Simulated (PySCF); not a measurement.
**Correlation energy of Ga (gallium, neutral)**

[Ar] 3d10 4s2 4d1, 2D determinant (an excited configuration). Computed with PySCF 2.14 in aug-cc-pwCVTZ-PP with ECP10MDF (8s7p6d4f1g, 96 functions), with scalar relativity through the core potential. Frozen: 3s2 3p6 3d10; 3 electrons correlated.

| level | correlation energy (mhartree) |
| --- | --- |
| CCSD | -48.00 |
| (T) | -1.80 |
| CCSD(T) | -49.80 |

Diagnostics: T1 = 0.037, D1 = 0.0904, largest double amplitude 0.179.

Question: Is a single reference adequate?

Answer: Not fully. The outer electron is Rydberg-like, and this basis confines it to a smaller radius and binds it less than a complete one would. T1 exceeds 0.03, a sign that the reference determinant is poor. A double-excitation amplitude exceeds 0.15, a sign of near-degeneracy.
